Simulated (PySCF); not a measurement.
# Spinor energies of Fe³⁺ (iron, charge +3)

Start: [Ar] 3d5; 3d3/2 filled at m_j = -3/2, -1/2, +1/2, +3/2; 3d5/2 filled at m_j = +5/2. Calculated with PySCF 2.14 in x2c-TZVPall-2c (6s7p4d1f, 54 functions): generalised Hartree-Fock with the X2C-1e Hamiltonian and a Gaussian nucleus; one run each with spin-orbit coupling (SO) switched off, then screened by Boettger's factors.

```csv
spinor shell,electrons,"ε, spin-free (eV)","ε, screened SO (eV)",weight of nominal j (screened SO),"rms radius, screened SO (bohr)"
1s1/2,2,-7212.9,-7212.8,1.000,0.0675
2s1/2,2,-920.63,-920.61,1.000,0.288
2p1/2,2,-786.37,-795.32,0.975,0.259
2p3/2,4,-786.37,-781.98,0.987,0.261
3s1/2,2,-152.46,-152.45,1.000,0.864
3p1/2,2,-111.59,-112.16,0.663,0.916
3p3/2,4,-111.59,-111.31,0.832,0.921
3d3/2,4,-56.076,-56.095,0.511,1.07
3d5/2,1,-56.076,-55.994,1.000,1.07
```

```json
{"quantity": "E (hartree)", "spin-free": "-1269.48815", "screened SO": "-1269.50811"}
{"quantity": "M_J", "spin-free": "5/2", "screened SO": "5/2"}
{"quantity": "⟨J²⟩", "spin-free": "8.751", "screened SO": "8.751"}
{"quantity": "⟨L²⟩", "spin-free": "0.000", "screened SO": "0.002"}
{"quantity": "⟨S²⟩", "spin-free": "8.751", "screened SO": "8.749"}
```

Each row is a mean over spinors that exchange with the open shell spreads, by up to 15.956 eV (3p3/2).

Rows whose weight is well below 1 are mixtures of j = l ± 1/2: exchange outweighs spin-orbit coupling there, and the label is only the starting occupation.

Without spin-orbit coupling the j labels of p, d and f shells carry no meaning; the spin-free column gives the mean over the occupied spinors of each nl shell.
